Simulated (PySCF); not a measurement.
C₄H₃FS, SMILES c1(F)ccsc1. Heavy atoms are numbered as in [F:1][c:2]1[cH:3][cH:4][s:5][cH:6]1. Hydrogens are named by the atom that carries them.

Geometry: B3LYP-D3(BJ)/def2-SVP.

All values below come from PBE/pcSseg-1 (PySCF).

GIAO shieldings, no solvent; atoms alike by connectivity are averaged. δ = σ(ref) − σ: ¹⁹F against CFCl3 (σ = 133.6 ppm); ¹³C against TMS (σ = 182.0 ppm); ³³S against H2S (σ = 706.5 ppm); ¹H against TMS (σ = 31.49 ppm), references at their B3LYP-D3(BJ)/def2-TZVP geometries, non-relativistic.

Computed chemical shifts:
| nucleus | atoms | count | δ (ppm) |
|---|---|---|---|
| ¹⁹F | F1 | 1 | -152.5 |
| ¹³C | C2 | 1 | 169.0 |
| ¹³C | C4 (CH) | 1 | 131.6 |
| ¹³C | C3 (CH) | 1 | 122.6 |
| ¹³C | C6 (CH) | 1 | 110.6 |
| ³³S | S5 | 1 | 418.3 |
| ¹H | H on C4 | 1 | 7.17 |
| ¹H | H on C3 | 1 | 7.09 |
| ¹H | H on C6 | 1 | 6.72 |
